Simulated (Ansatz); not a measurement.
Relaxation of FH6OSi2 (10 atoms, charge -1, multiplicity 1), to a largest force component of 0.02 eV/Å in at most 40 steps.

These are results of RHF/STO-3G in Ansatz, not measurements.

```xyz
10
Properties=species:S:1:pos:R:3
F -0.069 -0.435 -3.198
Si -0.041 -0.308 -1.467
O -0.022 -0.218 0.330
Si 0.045 0.330 1.787
H -1.448 -0.728 -1.419
H 1.044 -1.297 -1.413
H 0.290 1.120 -1.583
H 1.079 -0.382 2.577
H -1.244 0.144 2.499
H 0.366 1.774 1.888
```

Task: Where does it end, and by what steps?

Result: The forces met the threshold. The force dipped under the threshold on the way, but the program's further checks kept it going. Limits of this set-up: minimal basis, an anion without diffuse functions, the dipole of an ion depends on the origin. After 15 steps the energy has fallen by 0.568 eV; O3 moved furthest, 0.72 Å.

```tsv
step	energy less start (eV)	largest force component (eV/Å)	accepted
0	0.0000	2.066	yes
1	-0.2008	1.056	yes
2	-0.2525	0.599	yes
3	-0.3641	0.639	yes
4	-0.4577	0.661	yes
5	-0.5000	0.624	yes
6	-0.5406	0.131	yes
7	-0.5389	0.558	no
8	-0.5548	0.117	yes
9	-0.5611	0.138	yes
10	-0.5670	0.044	yes
11	-0.5675	0.004	yes
12	-0.5678	0.039	yes
13	-0.5680	0.024	yes
14	-0.5681	0.004	yes
15	-0.5682	0.009	yes
```

```xyz
10
Properties=species:S:1:pos:R:3
F -0.454 -0.130 -2.944
Si 0.030 -0.333 -1.347
O 0.587 -0.601 0.337
Si 0.065 0.282 1.611
H -1.340 -0.573 -0.928
H 0.902 -1.430 -1.715
H 0.528 1.031 -1.290
H 0.698 -0.138 2.825
H -1.337 0.201 1.901
H 0.322 1.691 1.549
```

Time of the run: 12 s on 1 thread of Arm Neoverse V1, on a shared host, peak memory 0.11 GiB.
